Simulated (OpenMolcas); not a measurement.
## Hg: from RASSCF to RASPT2

```yaml
Program: OpenMolcas
Basis: ANO-RCC-VTZP [8s7p5d3f1g]
Scalar_Hamiltonian: DKH2, point nucleus
Active_space: 2 electrons in 9 orbitals (RAS2 6s 6p; RAS3 6d, at most 2 electrons)
State_averaging: 2S+1 = 3 even, 3 roots (0 in the spin-orbit step); 2S+1 = 1 even, 1 root; 2S+1 = 3 odd, 3 roots; 2S+1 = 1 odd, 3 roots
Spin-orbit_coupling: RASSI with atomic mean-field integrals over the reference wave functions, term energies averaged over their components
```

Methods on the same reference wave functions:
A. RASSCF
B. SS-RASPT2, IPEA 0.25 Eh, imaginary shift 0.1 Eh (closed shells correlated: 5d)
C. XMS-RASPT2, IPEA 0.25 Eh, imaginary shift 0.1 Eh (closed shells correlated: 5d)

Energies in eV above 6s2 1S0, the measured ground level; measured values from NIST Handbook of Basic Atomic Spectroscopic Data.

```json
{"Level": "6s2 1S0", "A": "0.0000", "B": "0.0000", "C": "0.0000", "Measured": "0.0000"}
{"Level": "6s 6p 3P* 0", "A": "3.9658", "B": "4.689", "C": "4.643", "Measured": "4.6674"}
{"Level": "6s 6p 3P* 1", "A": "4.1641", "B": "4.881", "C": "4.835", "Measured": "4.8865"}
{"Level": "6s 6p 3P* 2", "A": "4.6284", "B": "5.352", "C": "5.305", "Measured": "5.4606"}
{"Level": "6s 6p 1P* 1", "A": "6.4138", "B": "6.659", "C": "6.616", "Measured": "6.7037"}
```

Deviations, from unrounded energies. A percentage is the sum of absolute deviations over the sum of measured energies, with the sign that they share, or ± where signs differ.

| Against measurement | Levels | A | B | C |
| --- | --- | --- | --- | --- |
| mean absolute deviation (cm-1) | 4 | 5100 | 360 | 640 |
| other configurations (%) | 4 | -11.7 | ±0.8 | -1.5 |

B lies closest to measurement on these levels and A furthest from it. The largest miss of B in the table is 6s 6p 3P* 2, by -880 cm-1. The ranking rests on the paired levels alone, and a cruder setting can come out closer through cancelling errors.

Between B and C the level of the table that moves most is 6s 6p 3P* 0, by 370 cm-1 (lowest in C, highest in B). Moves below CASPT2's spread within the term are not significant.

The lowest spin-free term lies below A's lowest term by 0.396 hartree in B, 0.396 hartree in C.

Term energies are means over components that CASPT2 splits; among the terms shown or strongly mixed into the levels shown the widest spread is 150 cm-1 (6s 6p 1P*, C). Some high roots are left out of the spin-orbit mixing, which shifts the levels that they would mix with. Active for correlation alone: 6d; no level in the range computed is led by a configuration that fills it, so any true level of that kind is missing. Spin-orbit splittings of 6p shells tend to come out small when the coupling is added on scalar orbitals. Measured partners are found by configuration, term and J. A level has none where our copy of the source lacks it or the pairing is in doubt (some pairs that miss far off the trend of their configuration count as doubtful), and it then counts in no deviation. Only configurations of the active space appear.

* marks odd parity.
